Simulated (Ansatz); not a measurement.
Dissociation curve of AlC (cation, charge +1), lowest triplet found (which spin is the ground state isn't settled by this scan).

Calculation: full CI/aug-cc-pVDZ, frozen core in Ansatz (a program for electronic structure).

Q: Relative to R = 2.03 Å, what are the energies at R = 1.54, 1.63, 1.70, 1.81 Å?

A: 236.0 kJ/mol at 1.54 Å, 128.4 kJ/mol at 1.63 Å, 74.1 kJ/mol at 1.70 Å, 24.6 kJ/mol at 1.81 Å.

The scan ran from 1.43 to 6.71 Å; beyond the distances shown full CI changes its symmetry label. Also computed but left out beside FCI, since their determinant holds another spin at the minimum (<S²> over 0.7 above the pure value): UHF, UMP2, UCCSD, UCCSD(T), UCCSDT, UCCSDT(Q).
